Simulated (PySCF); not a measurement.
An excited-state table with gaps

C₅H₅F₃O.
SMILES: `C/C(C=O)=C/C(F)(F)F`

The calculation used TDDFT CAM-B3LYP/def2-SVPD, vertical, gas phase, core orbitals frozen in the response (PySCF). The structure is a single GFN2-xTB conformer in the gas phase; no vibrational or solvent corrections. Torsions of this conformer, `[CH3:1]/[C:2]([CH:3]=[O:4])=[CH:5]/[C:6]([F:7])([F:8])[F:9]`: C1–C2–C3–O4 0°, C2–C5–C6–F7 60°.

Orbital energies (eV): HOMO-3 -13.03, HOMO-2 -12.64, HOMO-1 -10.15, HOMO -9.59, LUMO -1.50, LUMO+1 1.09, LUMO+2 1.64.

Lowest singlets, with some entries withheld (?).

| state | E (eV) | f | main configurations (H = HOMO, L = LUMO) |
| --- | --- | --- | --- |
| S1 | 3.63 | 0.0002 | H→L (93%) |
| S2 | 5.96 | 0.349 | H-1→L (97%) |
| S3 | 7.02 | 0.0001 | H→L+2 (50%), H-2→L (29%), H-4→L (11%) |
| S4 | 7.43 | 0.0002 | H-2→L (64%), H→L+2 (27%) |
| S5 | ? | 0.0026 | H→L+1 (66%), H→L+4 (22%) |
| S6 | ? | 0.0007 | H-4→L (78%), H→L+2 (10%) |
| S7 | ? | 0.0075 | H-1→L+1 (89%) |
| S8 | ? | 0.0019 | H-6→L (65%), H-8→L (16%) |

Q: Fill in the withheld entries.

A: 
- S5: E = 7.85 eV
- S6: E = 7.93 eV
- S7: E = 8.23 eV
- S8: E = 8.40 eV

Q: How far apart are S4 and S8, in eV and cm⁻¹?

A: 8.398 − 7.431 = 0.967 eV, or about 7800 cm⁻¹.

Q: Where do the lowest triplets lie (Tamm–Dancoff)?

A: T1 3.08 eV, H→L (90%); T2 3.51 eV, H-1→L (93%); T3 5.89 eV, H-3→L (60%), H-1→L+2 (11%), H-9→L (9%). E(S1) − E(T1) = +0.55 eV.

Q: What is the mean static polarisability from the same response equations?

A: 66.6 au (9.87 Å³), with principal values 48.1, 63.2 and 88.5 au.
